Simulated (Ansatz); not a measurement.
BiIO. Charge 0, multiplicity 1. Geometry B3LYP-D4/def2-TZVP; atoms count from 1.

```xyz
3

Bi    0.918   -0.366    0.157
O     0.791    0.702   -1.412
I    -1.709   -0.335    1.255
```

In the def2 sets Bi, I take a core potential; there is no spin–orbit coupling. The structure comes from a short search, and lower isomers may exist.

Question: Estimate the Mulliken populations from the PBE0/def2-TZVP orbitals of Ansatz.

Answer: 
```
atom  charge (e)
 Bi1        0.89
  O2       -0.61
  I3       -0.28
```
Mulliken values depend strongly on the basis.

Question: And the Mayer bond orders between heavy atoms (over 0.3)?

Answer: Bi1–O2 1.90 (1.90 Å); Bi1–I3 1.03 (2.85 Å).
